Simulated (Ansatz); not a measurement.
A correction line for HF/def2-TZVPP: atomisation enthalpy at 298 K

The atomisation enthalpy at 298 K in kJ/mol of 6 molecular compounds of Si: x at HF/def2-TZVPP, y from tabulated heats of molecules and atoms (CRC Handbook of Chemistry and Physics, NIST-JANAF tables). Shapes, held fixed at every level: PBE0-D4/def2-TZVP. Computed values hold a harmonic thermal term (PBE0-D4/def2-TZVP) and the atoms' spin-orbit lowering. Programs: Ansatz 0.2.0.

```
                          molecule  x (kJ/mol)  y (kJ/mol)
          SiBr4 (tetrabromosilane)         889        1313
           SiH2Br2 (dibromosilane)         965        1300
     SiCl4 (silicon tetrachloride)        1165        1598
             SiH3(SiH3) (disilane)        1651           ?
Si(CH3)Cl3 (methyltrichlorosilane)        2064        2714
Si(CH3)3Cl (chlorotrimethylsilane)        3809        5037
```

Q: Fit y = c + s·x to the known rows and predict y for SiH3(SiH3).

A: 
1. Means of the 5 rows: x = 1778.40, y = 2392.4.
2. Σ(Δx)² = 6033815, Σ(Δx·Δy) = 7797835, so the slope is 7797835/6033815 = 1.2924.
3. Intercept: 2392.4 − (1.2924) × 1778.40 = 94.0. The largest residual of the fit is 70.
4. SiH3(SiH3): 94.0 + 1.2924 × 1651 = 2228 kJ/mol.

The tabulated heats give 2128 kJ/mol, so the prediction is off by +100 kJ/mol, more than the largest residual. Uncorrected, HF/def2-TZVPP misses SiH3(SiH3) by -477 kJ/mol, and the other rows by 614 on average. With references in doubt, neither the misses nor the line can be laid on the level alone. Hartree–Fock lacks correlation, which doesn't scale simply with the atomisation energy. Left out in turn, the other rows are missed by 80 kJ/mol on average. The heats of SiBr4 (tetrabromosilane), Si(CH3)3Cl (chlorotrimethylsilane) come from older tables and can be uncertain by 10 kJ/mol or more. The tabulated values of SiH2Br2, SiH3(SiH3), Si(CH3)Cl3 are in doubt (older tables, estimates, or at odds with other calculations) and kept here. Relativity is left out for Br.
